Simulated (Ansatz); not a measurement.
`FB1C=C1` + HCl → `ClB1C=C1` + H–F at 400 K and 1 bar (ligand exchange at a B–F bond).

Isolated molecules relaxed with PBE0-D4/def2-TZVP in Ansatz; ΔE leaves out vibrations. CCSD(T)/CBS adds triple-zeta CCSD(T) − MP2 to the extrapolated MP2 energy (def2 sets, frozen cores). This one scheme is used for every species.

```csv
species,CCSD(T)/CBS energy (Eh),H − E (kJ/mol),S (J/(mol·K))
`FB1C=C1`,-201.88306,115.3,279.7
HCl,-460.38127,29.6,195.4
`ClB1C=C1`,-561.85804,112.7,293.1
H–F,-100.39570,36.5,182.2
```

H − E and S are ideal-gas, rigid-rotor, harmonic terms from PBE0-D4/def2-TZVP. 1 Eh = 2625.50 kJ/mol, R = 8.31446 J/(mol·K).

Question: By hand: ΔE, ΔH, ΔS and ΔG.

Answer: ΔE = (-561.85804) + (-100.39570) − (-201.88306) − (-460.38127) = 0.01059 Eh = 27.8 kJ/mol. Δ(H − E) = 112.7 + 36.5 − 115.3 − 29.6 = 4.3, so ΔH = 32.1 kJ/mol. ΔS = 293.1 + 182.2 − 279.7 − 195.4 = 0.2 J/(mol·K). ΔG = 32.1 − 400 × (0.2)/1000 = 32.0 kJ/mol.

Question: By hand: the equilibrium constant, and the temperature at which ΔG would vanish if ΔH and ΔS stayed fixed.

Answer: log₁₀ K = −ΔG/(RT ln 10) = -4.2. ΔG = 0 at ΔH/ΔS = 160500 K, far beyond where these terms or the molecules hold.

The number of gas molecules stays the same, so ΔS is small and ΔH decides. A doubt of 5 kJ/mol in ΔE shifts log₁₀ K by 0.7 here. These are equilibria of isolated gas molecules and say nothing of rates. Largest T1 diagnostic: 0.012 (customary marks: 0.02 for closed shells, 0.045 for open ones).
